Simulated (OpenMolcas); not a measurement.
**Ru3+: effect of the metal basis**

Ru3+ with its 6 nearest fluoride ions at 2.056 Å, on the Y site of Cs2NaYF6 (a = 9.075 Å, distance in the model lattice 2.178 Å). The rest of the host is ab initio model potentials to 7.6 Å and point charges beyond; the distance is set by hand and nothing relaxes.

```
Program             : OpenMolcas
Method              : CASSCF
Spin-orbit coupling : state interaction with AMFI integrals over the reference wave functions
```

Fixed: ligand basis ANO-RCC-VDZP, active space 5 electrons in 5 orbitals (4d), DKH2 Hamiltonian.

States (labels of O, the rotations of Oh). Energies in cm-1 above the lowest state or level, χT in cm3 K/mol; 10Dq and B are least-squares fits to the states below 45000 cm-1, weighted by degeneracy, with a free offset, and given where the rms deviation is under 5 % of |10Dq| (or 100 cm-1) and under 700 cm-1.

```
Run   Metal basis  Ground state   10Dq  B (rms of fit)  First gap with spin-orbit (degeneracies)  χT at 300 K  First state of another spin                      Cost
  A  ANO-RCC-VDZP           6A1  20448       783 (239)                              691.1 (2, 4)        1.400                    2T2 914.2   roughly 29 core-seconds
  B  ANO-RCC-VTZP           6A1  19994       794 (199)                              107.1 (2, 4)        3.995                     2T2 2408  roughly 100 core-seconds
```

Against A, |10Dq| changes by -2.2 % in B.

Costs are those of the RASSCF and RASSI steps.

Without dynamic correlation the repulsion within the d shell is too large (B by tens of per cent), so at a given field states of lower spin stand too high. This shell can be high or low spin here, a state of another spin lies low, and with metal d orbitals alone active their balance is uncertain, so the ground spin may be wrong. With metal d orbitals alone the field can be off either way by tens of per cent. Ligand-to-metal charge-transfer states are missing. With no ligand orbital active B as a rule stays too high, so bands that hang on it stand too high and its fall with covalency is understated. Spin-orbit coupling mixes the spin-free states strongly: the lowest level takes only 70 % from its leading state, 2T2, which lies 914 cm-1 above the lowest spin-free state (holds for A). The least metal-like active orbital is 85 % on the metal (Löwdin) and no ligand orbital is active, so the numbers are rough (holds for A). No measured value stands beside these numbers; the geometry was set by hand and not optimised.
